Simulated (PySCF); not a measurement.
Electron correlation in Si²⁺ (silicon, charge +2)

[Ne] 3s1 4s1, high-spin 3S determinant (an excited configuration). Computed with PySCF 2.14 in dyall-av2z, with the non-relativistic Hamiltonian (point nucleus). Frozen: [Ne]; 2 electrons correlated; the 15 highest virtual orbitals of each spin left out.

Total MP2 correlation energy: -4.23 mhartree.

Same-spin part -4.23 and opposite-spin part 0.00 mhartree; SCS-MP2 scales them by 1/3 and 6/5 to -1.41 mhartree.
